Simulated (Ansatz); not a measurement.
Mn2(F)4 (Mn2F4): single points at one geometry.

```yaml
crystal:
  periodic: [false, false, false]
  atoms:
    - {symbol: Mn, position_ang: [0.690363, -0.479151, -1.299169]}
    - {symbol: F, position_ang: [1.475193, -1.035088, -2.812064]}
    - {symbol: F, position_ang: [0.164227, 1.204723, -0.357354]}
    - {symbol: Mn, position_ang: [-0.685141, 0.479378, 1.302099]}
    - {symbol: F, position_ang: [-1.493824, 1.034522, 2.802688]}
    - {symbol: F, position_ang: [-0.150817, -1.204385, 0.363800]}
basis:
  gaussian: {orbitals: def2-SVP, initial_orbitals: start.molden}
magnetization: {spin_polarized: true, initial_magnetization: 10}
hamiltonian: {xc: pbe0, dispersion: d4}
scf: {omitted_lower_state_checks: [starts]}
output: {orbitals: {seedname: orbitals}}
```

The file start.molden holds the orbitals of an earlier run on this structure, at another level or in another basis.

```sh
$ ansatz run in.yaml --threads 4 --pin off --events-out ev --progress --plain --max-ram 8704MiB
```

Output, abridged:

```
Functional definition: PBE0
1224 factors; integrals over basis functions are off by at most 5.5e-4 eV
mean field evaluation 1: about -73475.9858 eV, gradient 1.1e1 eV
mean field evaluation 2: about -73476.4233 eV, gradient 3.0e-1 eV
mean field evaluation 4: about -73476.6065 eV, gradient 1.2e-3 eV
mean field -73476.60647935 eV, -2700.2154838835 hartree, gradient 1.5e-5 eV, S^2 30.014035; 0 other end points of the search recorded, 0 dependent functions left out
reference -73476.60654723 eV, -2700.2154863780 hartree; 48, 38 occupied and 70, 80 virtual orbitals, 1224 factors
Total energy: -73476.71432047 eV, -2700.2194469717 hartree
Checks for a lower state left out: starts
```

It took 3.6 s on 4 threads of Arm Neoverse V1 on a shared host.

As the first input, with `gaussian: {orbitals: def2-TZVP, initial_orbitals: start.molden}`, `hamiltonian: {xc: {name: r2SCAN0}, dispersion: d4}` (abridged; 15 s):

```
Functional definition: r2SCAN0
mean field -73512.97938740 eV, -2701.5521635997 hartree, gradient 2.2e-5 eV, S^2 30.016127
Total energy: -73513.01510847 eV, -2701.5534763248 hartree
Checks for a lower state left out: starts
```

The first input with `gaussian: {orbitals: def2-TZVP, initial_orbitals: start.molden}`, `hamiltonian: {xc: {name: wB97M-V}}` (abridged; 25 s):

```
Functional definition: wB97M-V
mean field -73514.54682206 eV, -2701.6097657612 hartree, gradient 1.7e-5 eV, S^2 30.010091
Total energy: -73514.54688943 eV, -2701.6097682371 hartree
Checks for a lower state left out: starts
```

As the first input, with `gaussian: {orbitals: def2-TZVP, initial_orbitals: start.molden}`, `hamiltonian: {xc: pbe, dispersion: d4}` (abridged; 5 s):

```
Functional definition: PBE
mean field -73497.46418921 eV, -2700.9819905830 hartree, gradient 2.2e-5 eV, S^2 30.013632
Total energy: -73497.59118908 eV, -2700.9866577422 hartree
Checks for a lower state left out: starts
```

Geometry: PBE0-D4/def2-SVP.
